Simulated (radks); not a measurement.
Question: Coulomb parameter of the 4d shell of the palladium ion Pd2+ in the model configuration [Kr] 4d7 5p1, as a second difference U = [E(n + 0.5) + E(n - 0.5) - 2 E(n)] / (0.5)^2 with all orbitals relaxed. "Bare": the charge of the atom changes with n. "Screened": the 5p shell takes up the change at fixed total charge, which measures U(4d,4d) + U(5p,5p) - 2 U(4d,5p). Method: scalar-relativistic Kohn-Sham, SCAN, spin-unpolarised, spherical densities, finite nucleus; meta-GGA in the generalised Kohn-Sham scheme; Fermi nuclear charge, rms radius 4.5318 fm; computed with a radial shooting solver on a logarithmic mesh with Libxc functionals. Estimate both.

Answer: U(bare) = 13.856 eV, U(screened by 5p) = 3.119 eV, against the Slater integral F0(4d,4d) = 18.713 eV with frozen orbitals.
